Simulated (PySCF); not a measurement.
Compound: [MoO4]2- (charge -2 and singlet state).
SMILES: `[O]=[Mo-2](=[O])(=[O])=[O]`

Method used: PBE0-D3(BJ)/def2-SVP geometry optimisation, gas phase, def2 core potentials past Kr (PySCF).

Masses are those of the commonest isotopes; rigid-rotor values at the optimised geometry. 

(1) Give the principal moments of inertia and the rotational constants in MHz.

(2) What kind of rotor is it?

Answers

(1) Ia = 132.99, Ib = 133.05, Ic = 133.11 u·Å²; 505379 MHz·u·Å²/I gives A = 3800, B = 3799, C = 3797 MHz.

(2) A spherical top, as the point group Td requires three equal moments; the computed ones differ by 0.09 % because the geometry is symmetric only within the optimiser's tolerance.

The point group Td allows no dipole (computed: 0.00 D (about the centre of mass, as the species is charged)), so a rigid rotor has no electric-dipole lines.

Task: Estimate the classical rotational partition function at 25 K, 50 K and 100 K.

Result: Point group Td, symmetry number σ = 12; q = (√π/σ)·√((kT/h)³/(ABC)), k/h = 20836.6 MHz/K: 237 at 25 K, 671 at 50 K, 1900 at 100 K.

Whether it is a minimum is left open (no frequencies). Whether so highly charged an anion holds all its electrons in the gas phase wasn't checked; a finite basis holds them in any case. No counter-ion or solvent screens the charge of this multiply charged ion. The geometry's basis has no diffuse functions, a weakness for an anion. No vibrational averaging or centrifugal distortion is included, and the geometry carries the error of its method.
